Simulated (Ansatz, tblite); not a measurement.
Removing an electron: B(CN)3 (BC₃N₃). Charge 0, multiplicity 1. Geometry: B3LYP-D4/def2-SVP. Ansatz, gas phase; energy differences of separate SCF runs; the oxidised species was run as a doublet alone.

```xyz
7

B     0.000   -0.001    0.000
C    -1.403    0.044    0.609
N    -2.468    0.079    1.072
C     0.184    0.162   -1.510
N     0.325    0.288   -2.657
C     1.218   -0.208    0.901
N     2.145   -0.365    1.585
```

The xTB rows come from tblite. B3LYP takes the VWN-RPA correlation. HOMO above LUMO, or a gap near zero within one spin, warns that the state may not be the lowest or that an electron is smeared out.

| level | −HOMO (eV) | vertical IE (eV) | −LUMO (eV) | HOMO–LUMO gap (eV) | remarks |
| --- | --- | --- | --- | --- | --- |
| GFN1-xTB | 13.66 | 16.66 | 10.72 | 2.95 | – |
| PBE-D4/def2-TZVP | 9.59 | 12.51 | 6.06 | 3.54 | gap within one spin near zero (+1 doublet) |
| B3LYP-D4/def2-TZVP | 10.71 | 12.94 | 5.44 | 5.27 | – |

(1) Estimate the rows for GFN2-xTB, PBE0-D4/def2-TZVP.

Results:

(1) 
| level | −HOMO (eV) | vertical IE (eV) | −LUMO (eV) | HOMO–LUMO gap (eV) |
| --- | --- | --- | --- | --- |
| GFN2-xTB | 12.49 | 15.59 | 10.64 | 1.85 |
| PBE0-D4/def2-TZVP | 10.99 | 13.03 | 5.29 | 5.70 |

Relaxing the oxidised species (B3LYP-D4/def2-SVP) changes its energy by -0.09 eV at PBE-D4/def2-TZVP, so the adiabatic ionisation energy to this nearest minimum is 12.42 eV. At PBE0-D4/def2-TZVP it is 13.03 eV. The gap within one spin of the relaxed charge 1 doublet nearly closes, so an electron or hole may be smeared out by delocalisation error.    Raw xTB energy differences between charge states are shifted by several eV; the methods need an empirical correction for them.
